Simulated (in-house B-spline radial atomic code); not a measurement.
How numerical settings move a run on Ir IV (Ir3+), [Xe] 4f14 5d6. Computed with an all-electron radial atomic-structure program (B-spline basis): Dirac-Kohn-Sham BLYP, spherical fractional occupations, Fermi nucleus of rms radius 5.4032 fm.

Command:
```bash
python run_scf.py task.json out
```
Settings of the sound reference run:
```
Z                77
electrons        74
configuration    [Xe] 4f14 5d6
hamiltonian      dirac
method           b88,lyp
spin_polarised   False
nucleus          fermi
rms_radius       5.4032
mass_number      193
atomic_mass      192.9629
speed_of_light   137.036
knot_spacing     0.22
spline_order     8
gauss_points     12
box_radius       16.22
max_iterations   70
damping          0.5
damped_steps     3
diis_vectors     10
tolerance        1e-08
start            Thomas-Fermi
```

Cost of the run: 1.5 s on 1 thread of Arm Neoverse V1, with other jobs on the host.

It converges in 9 iterations to -17853.422599 hartree, with 5d5/2 at -36.1801 eV. The other runs change the listed settings, some to values that make no sense; their results aren't properties of the atom or ion. Radii are in bohr (the nuclear one in fm), a minus after a letter asks for a j subshell, and «unchanged» means within 1e-8 hartree. The run stops when the residual is below 10 × tolerance × max(1, Z/10), or a noise floor if that is larger, and the energy moves by less than 1e-8 × √|E| hartree; so very loose and very tight tolerances often act alike.

```tsv
changed settings	outcome
knot_spacing = 0.4, max_iterations = 50, diis_vectors = 20, start = bare nucleus	converged in 12 iterations, energy +1.53e-02 hartree from the reference, 5d5/2 level -6.0e-04 eV
knot_spacing = 2	converged in 9 iterations, energy +3.06e+03 hartree from the reference, 5d5/2 level -2.6e+01 eV (the program warns: 5d5/2 reaches the box edge; 1s1/2 reaches the box edge)
electrons = 75, configuration = [Xe] 4f14 5d6 3f1, max_iterations = 60	stopped with error: there is no 3f shell
knot_spacing = 2, max_iterations = 5, tolerance = 0.01	not converged after 5 iterations, last residual 2.3e-01, last energy +3.06e+03 hartree from the reference
gauss_points = 4	converged in 9 iterations, energy +1.66e-05 hartree from the reference, 5d5/2 level +9.4e-07 eV
knot_spacing = 0.15	converged in 9 iterations, energy -4.68e-06 hartree from the reference, 5d5/2 level -1.3e-06 eV
knot_spacing = 0.55	converged in 9 iterations, energy +2.25e+00 hartree from the reference, 5d5/2 level -6.3e-02 eV (the program warns: 4s1/2 reaches the box edge)
max_iterations = 100, damping = 0, diis_vectors = 2, tolerance = 1e-06, start = bare nucleus	converged in 16 iterations, energy +1.50e-08 hartree from the reference, 5d5/2 level +1.2e-03 eV
damping = 0.95	converged in 10 iterations, energy unchanged, 5d5/2 level -8.0e-05 eV
damping = 0.8	converged in 10 iterations, energy unchanged, 5d5/2 level -6.7e-05 eV
max_iterations = 12, start = bare nucleus	converged in 11 iterations, energy unchanged, 5d5/2 level -7.3e-05 eV
gauss_points = 16	converged in 9 iterations, energy unchanged
knot_spacing = 0.75	converged in 10 iterations, energy +6.98e+01 hartree from the reference, 5d5/2 level -1.5e+00 eV (the program warns: 3s1/2 reaches the box edge; 3p1/2 reaches the box edge)
knot_spacing = 0.1	converged in 9 iterations, energy -4.74e-06 hartree from the reference, 5d5/2 level -1.5e-06 eV
damping = 0	converged in 10 iterations, energy unchanged, 5d5/2 level -4.3e-05 eV
knot_spacing = 1.4	converged in 10 iterations, energy +1.80e+03 hartree from the reference, 5d5/2 level -1.8e+01 eV (the program warns: 5d5/2 reaches the box edge; 1s1/2 reaches the box edge)
knot_spacing = 0.4	converged in 10 iterations, energy +1.53e-02 hartree from the reference, 5d5/2 level -6.0e-04 eV
```

Problem. What happens with gauss_points = 5?

Solution. Converged in 9 iterations, energy -4.50e-07 hartree from the reference.

Problem. What happens with electrons = 77, configuration = [Xe] 4f14 5d6 6s3, max_iterations = 75?

Solution. Stopped with error: shell 6s holds at most 2 electrons.

Problem. What happens with gauss_points = 3?

Solution. Converged in 9 iterations, energy +3.86e-03 hartree from the reference, 5d5/2 level -3.9e-06 eV.

Problem. What happens with gauss_points = 6?

Solution. Converged in 9 iterations, energy +1.10e-08 hartree from the reference, 5d5/2 level +3.3e-07 eV.
